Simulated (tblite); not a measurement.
Compound: C6H9S (charge -1).
Z-matrix (Å and degrees, GFN2-xTB geometry), rows numbered from 1:
```
S 
C   1  1.7810
C   2  1.5004  1  112.09
C   3  1.5029  2  123.93  1   173.02
C   3  1.4986  2  121.65  1   100.16
C   2  1.5051  1  119.26  3   146.83
C   6  1.5031  2   60.29  1   108.53
H   3  1.0857  2  111.09  1   -41.51
H   4  1.0831  3  118.44  5  -107.95
H   4  1.0807  3  119.06  5   107.65
H   5  1.0804  3  117.53  4  -107.96
H   5  1.0819  3  119.11  4   108.26
H   6  1.0847  2  120.28  7   107.44
H   6  1.0812  2  117.15  7  -107.81
H   7  1.0850  2  118.96  6  -107.53
H   7  1.0811  2  117.80  6   107.77
```

Calculated harmonic vibrations of the isolated species, GFN2-xTB (tblite), most abundant isotopes, no scaling. Against measured fundamentals such values can be off by several per cent, at times by over 20. One conformer, not necessarily the lowest.

Harmonic wavenumbers (cm⁻¹): 77.3, 188.8, 230.5, 266.0, 302.2, 392.0, 484.5, 601.3, 774.8, 807.1, 813.1, 838.8, 885.8, 895.8, 960.8, 971.7, 1005.3, 1034.8, 1043.9, 1051.1, 1073.3, 1099.2, 1110.9, 1142.1, 1154.9, 1162.1, 1251.0, 1318.3, 1381.1, 1436.4, 1447.9, 1474.8, 1494.5, 2995.2, 3007.6, 3016.3, 3035.3, 3053.4, 3062.2, 3068.5, 3072.9, 3083.2.

A = 3426, B = 1786, C = 1397 MHz; mass 113.042 u (most abundant isotopes); point group C1, symmetry number 1.

Task: Zero-point energy?

Result: ½Σν̃ = 28783 cm⁻¹ = 82.30 kcal/mol.

Task: What is S at 273.15 K and 1 bar for an ideal gas of classical rigid rotors and harmonic oscillators?

Result: Translation 39.67, rotation 27.76, vibration 13.62: S = 81.1 cal/(mol K).

Task: And Cp and H(273.15 K) − H(0)?

Result: Cp = 26.54 cal/(mol K), of which vibrations give 18.59 (their classical limit is 42 R = 83.5); H(273.15 K) − H(0) = 4.37 kcal/mol without the zero-point energy, 2.20 from vibrations.

Task: Blend soft modes into free rotors: weight 1/[1 + (100 cm⁻¹/ν̃)⁴] for the oscillator and the rest for a rotor with moment μB/(μ + B), μ = h/(8π²ν), B = 10⁻⁴⁴ kg m². What vibrational entropy results?

Result: 13.09 cal/(mol K) in place of 13.62, which changes −T·S at 273.15 K by +0.15 kcal/mol.

Task: What must be added to the electronic energy to get the Gibbs energy at 273.15 K and 1 bar?

Result: ZPE + [H(273.15 K) − H(0)] − T·S = 82.30 + 4.37 − 22.14 = 64.53 kcal/mol.

Hindered rotation and anharmonicity are outside this model. Other conformers, if any are populated, would add a mixing term that is left out. The structure is chiral; the term R ln 2 for an equal mix with its mirror image is left out.
